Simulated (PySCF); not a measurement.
C4H5F, SMILES C=C=C(C)F. The structure is a stationary point at PBE-D3(BJ)/def2-SVP.

Computed equilibrium geometry at PBE-D3(BJ)/def2-SVP (PySCF confirms it by a frequency run) as Cartesian coordinates in Å, and its point group:
point group Cs.
```xyz
10

C     -0.1344     2.2338     0.0000
C     -0.0186     0.9223     0.0000
C      0.0606    -0.3983     0.0000
C     -1.0789    -1.3654     0.0000
F      1.2774    -1.0116     0.0000
H     -0.1824     2.8145    -0.9400
H     -0.1824     2.8145     0.9400
H     -2.0495    -0.8367     0.0000
H     -1.0270    -2.0215     0.8945
H     -1.0270    -2.0215    -0.8945
```
